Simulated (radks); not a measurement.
Excited configurations of Rh I: one electron is placed in a higher orbital outside [Kr] 4d8. The ground configuration is [Kr] 4d8 5s1. Calculated with a radial shooting solver on a logarithmic mesh with Libxc functionals: scalar-relativistic Kohn-Sham, r2SCAN, spin-polarised, spherical densities, finite nucleus; open shells are filled with parallel spins first (spin-orbit coupling, left out, can overturn this in heavy ions); meta-GGA in the generalised Kohn-Sham scheme; Fermi nuclear charge, rms radius 4.4945 fm. Excitation = E - E(ground); binding = E(ion) - E, where the ion is the core of charge +1; n* = 1/sqrt(2 binding) in atomic units, and the quantum defect is n - n*.

outer orbital  excitation (eV)  binding (eV)  quantum defect  eigenvalue (eV)  <r> (bohr)
5p                       3.912         3.828           3.115           -1.901       4.788
5d                       6.231         1.510           1.998           -0.698       10.67
6s                       5.283         2.458           3.647           -1.498       8.695
6d                       6.821         0.920           2.154           -0.522       20.42
7s                       6.505         1.235           3.681           -0.776       17.06
7p                       6.762         0.978           3.270           -0.608       21.47
7f                       7.419         0.322           0.498           -0.208       64.31

The Delta-SCF ionisation energy is 7.740 eV (NIST Atomic Spectra Database: 7.459 eV, measured). Self-interaction in the functional shifts the binding energies and quantum defects, so they are the method's values and not measured ones. Open shells are spherical and high-spin; term and fine-structure splittings are not resolved.
